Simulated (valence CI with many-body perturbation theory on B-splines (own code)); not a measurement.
Energy levels of Tb²⁵⁺

Calculated by configuration interaction combined with many-body perturbation theory (CI+MBPT): four valence electrons over a frozen Dirac-Fock core [Kr], a basis of 7 s, 7 p, 8 d, 6 f, 4 g, 1 h functions for each j, with the one-electron correlation potential Σ1, the two-electron term Σ2, the three-electron term Σ3, Breit, model QED; selected CI, second order for the rest, scaled by the run's own slope (own B-spline code, finite nucleus).

No measured spectrum was set against this ion. As an estimate, terms of the open shell hold to 2 to 4 % of their energy, and close levels can change places. Only levels of the ground parity were solved; by the run's estimate the other parity begins above the list, which can be wrong where configurations are misplaced.

Levels 1 to 31 of 31, with energies above the lowest level, (4d3/2^4) J=0. "Leading %" is the weight of the configuration and term that name the level; weights of strongly mixed levels are sums over their largest components and can fall short, so below about 35 % the name and the second component can differ from the true leading terms, or belong to a minority configuration. In the jj column 3d3/2^4 stands for four electrons in 3d with j = 3/2. Lifetimes count E1, E2, E3, M1 and M2 decay at the calculated energies, and are blank where another channel may lead or the interval is too uncertain; long ones can be off by a factor of two.

```tsv
No.	Configuration	Term	J	E (eV)	Leading %	g	Lifetime	Leading jj
1	4d4	3P	0	0.000	52			4d3/2^4 (93 %)
2	4d4	5D	1	5.713	70	1.497	336 μs	4d3/2^3 4d5/2 (94 %)
3	4d4	5D	2	8.787	69	1.368	1.97 ms	4d3/2^3 4d5/2 (66 %)
4	4d4	3F	4	9.638	31	1.134		4d3/2^3 4d5/2 (92 %)
5	4d4	5D	3	10.160	48	1.276	27.6 ms	4d3/2^3 4d5/2 (71 %)
6	4d4	5D	0	14.570	57		71.4 μs	4d3/2^2 4d5/2^2 (91 %)
7	4d4	5D	4	15.274	43	1.152	305 μs	4d3/2^2 4d5/2^2 (88 %)
8	4d4	3F	2	15.929	36	1.047	132 μs	4d3/2^2 4d5/2^2 (72 %)
9	4d4	3G	3	16.037	50	1.047	245 μs	4d3/2^2 4d5/2^2 (72 %)
10	4d4	3H	5	17.388	70	1.081	483 μs	4d3/2^2 4d5/2^2 (99 %)
11	4d4	3P	1	18.044	54	1.210	150 μs	4d3/2^2 4d5/2^2 (86 %)
12	4d4	3H	6	18.422	56	1.092	186 ms	4d3/2^2 4d5/2^2 (97 %)
13	4d4	3G	4	19.621	61	1.030	977 μs	4d3/2^2 4d5/2^2 (94 %)
14	4d4	3F	3	19.882	42	1.138	278 μs	4d3/2^2 4d5/2^2 (88 %)
15	4d4	3D	2	19.952	39	1.124	744 μs	4d3/2^2 4d5/2^2 (91 %)
16	4d4	3F	4	23.105	44	1.216	128 μs	4d3/2 4d5/2^3 (57 %)
17	4d4	3F	2	23.547	38	1.031	98.0 μs	4d3/2^2 4d5/2^2 (80 %)
18	4d4	3F	3	24.874	48	1.126	77.4 μs	4d3/2 4d5/2^3 (90 %)
19	4d4	3F	4	26.278	45	1.109	153 μs	4d3/2^2 4d5/2^2 (66 %)
20	4d4	3G	5	26.332	70	1.148	171 μs	4d3/2 4d5/2^3 (99 %)
21	4d4	3D	1	26.356	67	0.829	57.0 μs	4d3/2 4d5/2^3 (90 %)
22	4d4	1I	6	26.854	56	1.070	182 μs	4d3/2 4d5/2^3 (97 %)
23	4d4	3P	2	27.380	59	1.320	421 μs	4d3/2^2 4d5/2^2 (68 %)
24	4d4	1S	0	28.697	51			4d3/2 4d5/2^3 (77 %)
25	4d4	3F	2	29.310	59	0.985	83.9 μs	4d3/2 4d5/2^3 (66 %)
26	4d4	1F	3	29.581	42	1.086		4d3/2 4d5/2^3 (93 %)
27	4d4	3F	3	33.509	69	1.063		4d3/2 4d5/2^3 (98 %)
28	4d4	3P	1	33.612	94	1.455	83.2 μs	4d3/2 4d5/2^3 (96 %)
29	4d4	1S	0	33.985	49			4d3/2^2 4d5/2^2 (61 %)
30	4d4	1G	4	34.166	77	1.032		4d3/2 4d5/2^3 (78 %)
31	4d4	1D	2	34.725	58	1.091	96.4 μs	4d3/2 4d5/2^3 (52 %)
```

The ionisation energy to 4d3 4F_3/2 of the next ion comes out as 867.59 eV (NIST: 866 ± 4 eV (theoretical)). All 31 levels together are meant to be complete up to 36.111 eV.
